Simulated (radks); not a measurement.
Q: These are the eigenvalues of the occupied orbitals of an atom or ion with whole-number occupations (eV). Calculated with a radial shooting solver on a logarithmic mesh with Libxc functionals: Dirac Kohn-Sham, PBE, spin-unpolarised, spherical densities, finite nucleus; Fermi nuclear charge, rms radius of each element as measured or else 0.836 A^(1/3) + 0.57 fm.

1s1/2: -53590.62
2s1/2: -8919.589
2p1/2: -8483.745
2p3/2: -7683.544
3s1/2: -1985.382
3p1/2: -1795.095
3p3/2: -1628.913
3d3/2: -1301.636
3d5/2: -1265.347
4s1/2: -392.6766
4p1/2: -317.5862
4p3/2: -280.4522
4d3/2: -156.7706
4d5/2: -150.0463
5s1/2: -48.8219
5p1/2: -28.6669
5p3/2: -23.9899
6s1/2: -3.7475
4f5/2: -3.6013
4f7/2: -2.7243

Which element is it, and in what charge state? The configuration may be excited. Open shells, if any, are shared by 2j + 1.

A: Z = 66, dysprosium, charge 0: Dy in [Xe] 4f10 6s2. The list shows which subshells hold electrons but not how many an open one holds; the 1s level, -1969.4 hartree, gives Z - s = 62.8 by -(Z - s)^2/2, which with screening and relativity narrows Z to a few neighbours, and the depths of the outer levels then fix element, charge and occupations together.
